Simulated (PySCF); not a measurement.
Mapped SMILES: `[CH3:1][C:2]([SiH3:3])([SiH3:4])[O:5][CH:6]([F:7])[F:8]`. Each H is labelled by its parent atom.

PySCF 2.14.0 with density-fitted response routines calculation with structure optimised with GFN2-xTB and GIAO PBE0/pcSseg-1 shieldings; non-relativistic, no solvent model, one computed conformer, one averaged value for each set of equivalent atoms.

Task: List the cross peaks expected in HSQC, COSY and HMBC spectra.

Result: 

HSQC (one-bond C–H):
```
          δH          δC
6.45 (H(C6))  122.6 (C6)
1.69 (H(C1))   21.3 (C1)
```

HMBC (two and three bonds, from the bond graph):
```
                  δH                    δC
        6.45 (H(C6))             65.1 (C2)
4.04 (H(Si3)/H(Si4))  65.1 (C2), 21.3 (C1)
        1.69 (H(C1))             65.1 (C2)
```

No COSY cross peaks are expected.

Scale: ¹H (31.72 ppm) and ¹³C (186.93 ppm) against TMS (reference shieldings calculated alike).

Short H···H contacts in this conformer between protons four or more bonds apart (candidates for NOE cross peaks, intensity ∝ r⁻⁶): H(C1)···H(C6) 2.24 Å, H(Si4)···H(C6) 2.72 Å.

Shifts are as computed. Against solution values, carbons near 30 ppm lie about +3 ppm off and those near 130 ppm about +5 ppm. Of 1211 compounds with measured shifts, 218 miss one by over three times the rms of a fit or turn the order of signals round; such compounds aren't used in these exercises.
